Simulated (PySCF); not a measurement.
Point groups of optimised structures. Method used: PBE0-D3(BJ)/def2-SVP geometry optimisation, gas phase in PySCF 2.14.0. The symmetry is that of the one conformer found, every atom within 0.08 Å of its image; none is proved a minimum here. The geometries of the anions come from a basis without diffuse functions.

What symmetry has `FC(Cl)(Cl)Cl`?

C3v; oblate symmetric top; symmetry number 3; 6 operations, which sort the 5 atoms into 3 sets; dipole 0.30 D, along the axis.

What symmetry has `[OH:1][c:2]1[cH:3][cH:4][c:5]([OH:6])[cH:7][cH:8]1` with H–O1–C2–C3 0°, C4–C5–O6–H 180° (hydroquinone)?

C2h; asymmetric top; symmetry number 2; 4 operations, which sort the 14 atoms into 7 sets; dipole forbidden by symmetry (computed 0.00 D); heavy atoms equivalent by symmetry: O1/O6, C2/C5, C3/C7, C4/C8.

Point group, rotor type and polarity of `[OH:1][c:2]1[cH:3][cH:4][cH:5][cH:6][c:7]1[OH:8]` with H–O1–C2–C3 180°, C6–C7–O8–H 0°?

Cs; asymmetric top; symmetry number 1; 2 operations, which sort the 14 atoms into 14 sets; dipole 2.54 D, in the ab plane, which is the mirror; A, B, C = 3429, 2250, 1359 MHz; heavy atoms equivalent by symmetry: none.

Point group, rotor type and polarity of `[CH3:1][C:2][CH:3]=[O:4]` (triplet state) with C1–C2–C3–O4 180°, H–C1–C2–C3 0° (nearest H)?

Cs; near-prolate asymmetric top; symmetry number 1; 2 operations, which sort the 8 atoms into 7 sets; dipole 3.85 D, in the ab plane, which is the mirror.

Point group, rotor type and polarity of `[CH2:1]=[CH:2][P-:3][SiH3:4]` (charge -1) with C1–C2–P3–Si4 -1°, H–Si4–P3–C2 -61° (nearest H)?

Cs; asymmetric top; symmetry number 1; 2 operations, which sort the 10 atoms into 9 sets; dipole about the centre of mass 0.97 D, in the ab plane, which is the mirror.

`[CH3:1][C:2]([CH3:3])([CH3:4])[CH:5]=[O:6]`: symmetry, top, dipole?

Cs; near-prolate asymmetric top; symmetry number 1; 2 operations, which sort the 16 atoms into 11 sets; dipole 2.61 D, in the ab plane, which is the mirror; A, B, C = 4464, 2786, 2748 MHz; heavy atoms equivalent by symmetry: C1/C3.
